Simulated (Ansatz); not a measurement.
Cost and result up the ladder for As₂H₄ (6 atoms). Charge 0, multiplicity 1. Geometry: PBE0-D4/def2-TZVP.

```xyz
6

As    0.4651   -0.6110   -0.9562
As   -0.4625    0.6126    0.9565
H    -0.8166   -0.4275   -1.7620
H     1.0551    0.6626   -1.5526
H    -1.0577   -0.6604    1.5490
H     0.8166    0.4237    1.7653
```

Ansatz on 4 threads of Intel Xeon on a shared host. Times are rough, and most runs start from the orbitals of an earlier one. ωB97M-V/def2-TZVP serves as the yardstick here, not as an exact answer. Differences are given only for rows in sets of like size (and for xTB, whose basis is part of the method), since another set adds its own error. Binding counts from free atoms at the same level (As quartet, H doublet; other spins of the atoms weren't run), without zero-point energy or a counterpoise term.

B3LYP takes the VWN-RPA correlation. HSE06 is defined as in plane-wave codes, on full-range PBE exchange. Correlated methods freeze 18 core orbitals; core or outer-core shells of As are correlated, in sets that lack core-valence functions.

Correlated methods converge slowly with the basis.

| level | functions | wall time | binding energy per atom (eV) | difference from ωB97M-V/def2-TZVP (eV) |
| --- | --- | --- | --- | --- |
| HF/STO-3G | 40 | 1 s | 2.31 | – |
| LDA (SPW92)/def2-TZVP | 120 | 1.4 s | 2.83 | 0.41 |
| PBE-D4/def2-SVP | 84 | 1.7 s | 2.44 | – |
| PBE-D4/def2-TZVP | 120 | 2.2 s | 2.44 | 0.03 |
| B3LYP-D4/def2-TZVP | 120 | 2.6 s | 2.47 | 0.06 |
| MP2/def2-TZVP | 120 | 3.1 s | 2.19 | -0.22 |
| PBE0-D4/def2-SVP | 84 | 3.7 s | 2.38 | – |
| HSE06-D4/def2-TZVP | 120 | 3.9 s | 2.39 | -0.03 |
| r2SCAN-D4/def2-TZVP (with forces) | 120 | 4.1 s | 2.43 | 0.01 |
| CAM-B3LYP-D4/def2-TZVP | 120 | 4.1 s | 2.45 | 0.03 |
| PBE0-D4/def2-TZVP | 120 | 4.4 s | 2.39 | -0.03 |
| ωB97X-V/def2-TZVP | 120 | 6.5 s | 2.48 | 0.07 |
| ωB97M-V/def2-TZVP | 120 | 7.5 s | 2.41 | 0.00 |
| CCSD(T)/def2-TZVPP | 152 | 36 s | 2.35 | -0.06 |
